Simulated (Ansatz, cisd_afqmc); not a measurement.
Species: NCO, charge 0, doublet. NCO (SMILES [N]=C=O, doublet).
B3LYP-D3(BJ)/def2-TZVP minimum from Ansatz (a quantum-chemistry and plane-wave program):
```
C
O 1 1.1754
N 1 1.2216 2 180.00
```
Charge 0, spin multiplicity 2.

Total energies in cc-pVDZ, 15 correlated electrons, 3 frozen orbitals. Open shells are spin-unrestricted; no spin-orbit coupling. Correlated methods leave the cores frozen. No relativity. The Monte Carlo rows (phaseless AFQMC, CISD trial, step 0.005/hartree) carry one-sigma bars that omit the constraint's bias. Outlying blocks are dropped, and bars are widened where a walk drifts. Over all cases where full CI ran beside it in this data, AFQMC minus full CI had a median of +0.1 mEh and passed +0.4 mEh in a tenth of the cases. The UHF reference of CNO ([N]=C=O, doublet) is spin-contaminated (<S^2> up to 0.10 over the pure value in the sets run).

| method | program | energy (Eh) | minus CCSDTQ (mEh) |
|---|---|---|---|
| HF | Ansatz | -167.14442 | 455.09 |
| MP2 | Ansatz | -167.56026 | 39.25 |
| CCSD | Ansatz | -167.57987 | 19.64 |
| CCSD(T) | Ansatz | -167.59663 | 2.88 |
| CCSDT(Q) | Ansatz | -167.59985 | -0.34 |
| CCSDTQ | Ansatz | -167.59951 | 0.00 |
| AFQMC/CISD | cisd_afqmc | -167.5981 ± 0.0002 | 1.4 ± 0.2 |

Rough core times of Ansatz's runs on a shared machine: CCSD(T) under 20 s, CCSDT(Q) 70 s, CCSDTQ 2 h.
